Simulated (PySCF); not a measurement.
BBr2, SMILES Br[B]Br, multiplicity 2.

The structure is a stationary point at B3LYP-D3(BJ)/def2-TZVP. The isomer is the one that the SMILES or the coordinates give; other isomers of the formula were not compared.

Two levels are set side by side: PBE/def2-TZVPD (PySCF) and ωB97X/def2-TZVPD (PySCF). Same geometry, gas phase. Differences are taken from unrounded values.

| quantity | PBE |
|---|---|
| α-spin orbital gap (eV) | 1.90 |
| β-spin orbital gap (eV) | 4.39 |
| dipole moment (D) | 0.47 |
| mean polarisability (bohr³) | 63.5 |

Problem. These are the PBE values. What does ωB97X give? (An estimate is asked for; the answer gives what the named calculation found.)

Solution. 
```
quantity                     ωB97X  PBE minus ωB97X
---------------------------  -----  ---------------
α-spin orbital gap (eV)       8.50            -6.60
β-spin orbital gap (eV)      10.35            -5.96
dipole moment (D)             0.34             0.13
mean polarisability (bohr³)   59.4              4.1
```

PBE's more diffuse valence density responds more strongly to a field. Differences between two approximate levels are no errors against the true value.

Rough cost on one machine, each run with all the roots and properties that it gave: ωB97X against PBE within a factor of 2.
